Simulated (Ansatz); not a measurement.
Ansatz (a program for electronic structure) input:

Ansatz 0.2 input:
```yaml
crystal:
  periodic: [false, false, false]
  atoms:
    - {symbol: Ta, position_ang: [-0.00000000, -0.00000000, -0.13332908]}
    - {symbol: C, position_ang: [0.00000000, 0.00000000, 1.62217045]}
basis:
  gaussian:
    orbitals: def2-TZVP
hamiltonian:
  xc: {name: PBE0}
magnetization: {spin_polarized: true, initial_magnetization: 1}
relax: {f_tol: 0.003, max_steps: 100}
```

Task: What final total energy does it print?

Result: -94.81631 Eh (PBE0/def2-TZVP). The basis has 71 functions.

The spin state was set by rule; other spins were not relaxed.

The determinant is spin-contaminated: <S^2> is 1.32 against 0.75 for a pure state.
